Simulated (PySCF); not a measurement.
## YOCl: breathing scan

These are results of PBE0 in PySCF with Y def2-TZVP with ECP28, O def2-TZVP, Cl def2-TZVP; scalar-relativistic core potentials, no spin–orbit coupling; density-fitted integrals, not measurements.

Rigid scan from the singlet minimum (Y–Cl 2.503 Å, Y–O 1.797 Å; Cl–Y–O 118.0°). Coordinate: all bonds to the central atom scaled together. Energies in kJ/mol from the minimum.

```
scale of all bonds to the centre  E (kJ/mol)  dipole size (D)
                            0.88       196.4             6.07
                            0.92        77.8             6.57
                            0.96        17.3             7.05
                            1.00         0.0             7.50
                            1.04        14.0             7.92
                            1.08        50.5             8.32
                            1.14       132.5             8.86
                            1.22       269.0             9.49
                            1.35       505.9            10.35
```

At long bonds a restricted determinant can lie too high, and another spin state can fall below this curve.
